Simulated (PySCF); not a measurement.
Spinor energies of Sc⁴⁺ (scandium, charge +4)

Start: [Ne] 3s2 3p5; 3p1/2 filled at m_j = +1/2; 3p3/2 filled at m_j = -3/2, -1/2, +1/2, +3/2. Calculated with PySCF 2.14 in an uncontracted even-tempered set (21 s from 0.14 bohr⁻², ratio 2.4; 14 p from 0.18 bohr⁻², ratio 2.4; 5 d from 2 bohr⁻², ratio 2.6; 5 f from 3.1 bohr⁻², ratio 2.6): generalised Hartree-Fock with the X2C-1e Hamiltonian and a Gaussian nucleus; one run each with spin-orbit coupling (SO) screened by Boettger's factors, then bare. This is a chosen level, not necessarily the ground level.

| spinor shell | electrons | ε, screened SO (eV) | ε, bare SO (eV) | weight of nominal j (bare SO) | rms radius, bare SO (bohr) |
| --- | --- | --- | --- | --- | --- |
| 1s1/2 | 2 | -4596.3 | -4596.3 | 1.000 | 0.0844 |
| 2s1/2 | 2 | -580.32 | -580.32 | 1.000 | 0.370 |
| 2p1/2 | 2 | -485.67 | -486.01 | 0.993 | 0.338 |
| 2p3/2 | 4 | -481.66 | -481.51 | 0.997 | 0.340 |
| 3s1/2 | 2 | -119.79 | -119.80 | 0.999 | 1.11 |
| 3p1/2 | 1 | -94.430 | -94.470 | 0.958 | 1.17 |
| 3p3/2 | 4 | -92.255 | -92.240 | 0.978 | 1.18 |

| quantity | screened SO | bare SO |
| --- | --- | --- |
| E (hartree) | -759.10025 | -759.09998 |
| M_J | 1/2 | 1/2 |
| ⟨J²⟩ | 0.916 | 0.890 |
| ⟨L²⟩ | 2.008 | 2.009 |
| ⟨S²⟩ | 0.753 | 0.753 |

Each row is a mean over spinors that exchange with the open shell spreads, by up to 3.665 eV (3s1/2).

⟨J²⟩ departs a little from M_J(M_J + 1) because the unrestricted spinors polarise the closed shells.
